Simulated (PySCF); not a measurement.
**Gd³⁵⁺: ionisation energy**

Gd³⁵⁺ [Ar] 3d10 4s1 (2S) → Gd³⁶⁺ [Ar] 3d10 (1S), as a difference of total energies. All numbers are calculated (PySCF 2.14, the spin-free X2C one-electron Hamiltonian (Gaussian nucleus), in an even-tempered Gaussian basis (19 s from 3.2 bohr⁻², ratio 2.5; 13 p from 4.1 bohr⁻², ratio 2.5; 8 d from 7.3 bohr⁻², ratio 2.5; 4 f from 19 bohr⁻², ratio 2.7; 4 g from 29 bohr⁻², ratio 2.7)). Correlated levels: outer shells: [Ne] frozen; virtual orbitals above 40 to 60 times the deepest correlated orbital energy dropped. The calculations carry no spin-orbit coupling.

| method | ionisation energy (eV) |
| --- | --- |
| UHF | 1528.2 |
| MP2 (outer shells) | 1529.6 |
| SCS-MP2 (outer shells) | 1529.3 |
| CCSD (outer shells) | 1529.5 |
| CCSD(T) (outer shells) | 1529.5 |

Breit and QED terms and the two-electron picture change are absent.

For comparison: 1532.3 ± 0.3 eV (semi-empirical (NIST evaluation); NIST Atomic Spectra Database, ionization energies).
